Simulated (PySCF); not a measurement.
Compound: methanetetracarbonitrile, C5N4.
Atom-mapped SMILES: `[N:1]#[C:2][C:3]([C:4]#[N:5])([C:6]#[N:7])[C:8]#[N:9]`

Level: B3LYP/def2-SVPD in PySCF, non-relativistic, on one gas-phase PBE0-D3(BJ)/def2-SVP geometry that isn't relaxed in the solvent. The solvent is an IEF-PCM continuum (cavity from Bondi-type radii × 1.2), and excitations are vertical TDDFT with non-equilibrium linear response and a frozen core. Specific hydrogen bonds and non-electrostatic terms are outside this model.

Gas-phase singlets (H = HOMO, L = LUMO):

```
state  E (eV)  λ (nm)      f    leading configurations
   S1   7.212     172  0.000      H→L 30%, H-1→L+2 25%
   S2   7.302     170  0.000      H→L 32%, H-2→L+1 18%
   S3   7.302     170  0.000      H-1→L 20%, H→L+2 15%
   S4   7.303     170  0.000  H-1→L+1 24%, H-2→L+2 23%
   S5   7.461     166  0.000  H-1→L+3 24%, H-2→L+4 19%
```

**Question.** Give the list for cyclohexane (ε = 2.017), n² = 2.04.

**Answer.** 
| state | E (eV) | λ (nm) | f | leading configurations | change by rank (eV) |
| --- | --- | --- | --- | --- | --- |
| S1 | 7.219 | 172 | 0.000 | H→L 30%, H-2→L+1 26% | +0.007 |
| S2 | 7.306 | 170 | 0.000 | H→L 33%, H-2→L+1 16% | +0.004 |
| S3 | 7.306 | 170 | 0.000 | H-1→L 17%, H-1→L+2 11% | +0.004 |
| S4 | 7.307 | 170 | 0.000 | H-2→L+2 20%, H-1→L+1 19% | +0.004 |
| S5 | 7.460 | 166 | 0.000 | H-1→L+3 23%, H-2→L+4 14% | -0.001 |

**Question.** What are the lowest 5 singlets in water (ε = 78.36)?

**Answer.** 
| state | E (eV) | λ (nm) | f | leading configurations | change by rank (eV) |
| --- | --- | --- | --- | --- | --- |
| S1 | 7.235 | 171 | 0.000 | H→L 30%, H-2→L+1 24% | +0.023 |
| S2 | 7.317 | 169 | 0.000 | H→L 29%, H-2→L+1 13% | +0.015 |
| S3 | 7.317 | 169 | 0.000 | H-1→L 19%, H→L+2 13% | +0.015 |
| S4 | 7.318 | 169 | 0.000 | H-2→L+2 24%, H-1→L+1 23% | +0.015 |
| S5 | 7.468 | 166 | 0.000 | H-1→L+3 27%, H-2→L+4 18% | +0.007 |

**Question.** How do the frontier levels move from gas to water?

**Answer.** 
```tsv
orbital	gas (eV)	solvent (eV)	change (eV)	Löwdin shares, gas	Löwdin shares, solvent
LUMO+2	-2.33	-1.87	+0.46	N1 14 %, N5 14 %, C3 13 %, C2 12 %	N5 13 %, C3 13 %, N1 13 %, C4 12 %
LUMO+1	-2.33	-1.87	+0.46	N5 15 %, N7 14 %, C3 13 %, C4 12 %	N5 15 %, N7 15 %, C3 13 %, C6 12 %
LUMO	-2.33	-1.88	+0.45	N9 15 %, N1 14 %, C3 13 %, C8 12 %	N9 15 %, N1 14 %, C3 13 %, C8 12 %
HOMO	-11.16	-10.73	+0.43	N9 21 %, N1 19 %, C8 16 %, C2 16 %	N9 20 %, N1 19 %, C8 16 %, N7 15 %
HOMO-1	-11.16	-10.73	+0.43	N5 19 %, N9 16 %, C4 16 %, N1 14 %	N5 20 %, N9 18 %, C4 16 %, C8 14 %
HOMO-2	-11.16	-10.73	+0.43	N7 21 %, N5 21 %, C6 17 %, C4 16 %	N7 21 %, N5 21 %, C6 16 %, C4 16 %
HOMO-3	-11.39	-10.98	+0.41	N9 14 %, N1 14 %, N5 14 %, N7 14 %	N5 16 %, N7 16 %, C4 12 %, C6 12 %
```

The HOMO–LUMO gap goes from 8.82 to 8.85 eV. Rows go by rank; for HOMO-3 and HOMO-2 the atom shares or the degeneracy differ between the runs, so the row needn't follow one orbital. Shares within a degenerate set are those of one arbitrary member.
